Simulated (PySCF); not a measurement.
Vertical excitations of a molecule H8N2Si2 from PySCF 2.14.0 with TDA-CAM-B3LYP/def2-SVPD, as energy in eV (oscillator strength): 6.08 (0.022), 6.35 (0.029), 6.85 (0.016), 6.94 (0.040), 7.22 (0.037), 7.47 (0.192), 7.65 (0.067), 7.69 (0.103), 7.90 (0.037), 7.97 (0.033). Lowest triplet (TDA): 5.55 eV. Geometry: ωB97X-D3(BJ)/def2-SVP. One conformer was computed; it need not be the lowest.

**Question.** Identify the compound among the candidates.
(A) N[SiH2][SiH2]N
(B) N[SiH2]N[SiH3]
(C) N[SiH](N)[SiH3]

**Answer.** C, N[SiH](N)[SiH3]
